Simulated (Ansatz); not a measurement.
`FCI` → `[CH]F` + HI at 400 K and 1 bar (formal loss of a carbene).

Computed with Ansatz on PBE0-D4/def2-TZVP structures; ΔE is electronic, products minus reactants. CBS: MP2 limit from def2 TZ/QZ plus the TZ coupled-cluster correction, frozen cores. This one scheme is used for every species. def2 core potentials past Kr. For I outer-core shells are correlated without core-valence functions, which leaves a few kJ/mol of doubt a bond.

| species | CCSD(T)/CBS energy (Eh) | H − E (kJ/mol) | S (J/(mol·K)) |
| --- | --- | --- | --- |
| `FCI` | -436.46970 | 96.1 | 300.2 |
| `[CH]F` | -138.29972 | 46.3 | 233.5 |
| HI | -298.03592 | 25.7 | 215.0 |

H − E and S are ideal-gas, rigid-rotor, harmonic terms from PBE0-D4/def2-TZVP. 1 Eh = 2625.50 kJ/mol, R = 8.31446 J/(mol·K).

**Question.** By hand: ΔE, ΔH, ΔS and ΔG.

**Answer.** ΔE = (-138.29972) + (-298.03592) − (-436.46970) = 0.13406 Eh = 352.0 kJ/mol. Δ(H − E) = 46.3 + 25.7 − 96.1 = -24.1, so ΔH = 327.9 kJ/mol. ΔS = 233.5 + 215.0 − 300.2 = 148.3 J/(mol·K). ΔG = 327.9 − 400 × (148.3)/1000 = 268.6 kJ/mol.

**Question.** By hand: the equilibrium constant, and the temperature at which ΔG would vanish if ΔH and ΔS stayed fixed.

**Answer.** log₁₀ K = −ΔG/(RT ln 10) = -35.1. ΔG = 0 at ΔH/ΔS = 2211 K.

The number of gas molecules changes by +1, which sets the sign of ΔS. A doubt of 5 kJ/mol in ΔE shifts log₁₀ K by 0.7 here. These are equilibria of isolated gas molecules and say nothing of rates. Largest T1 diagnostic: 0.018 (customary marks: 0.02 for closed shells, 0.045 for open ones).
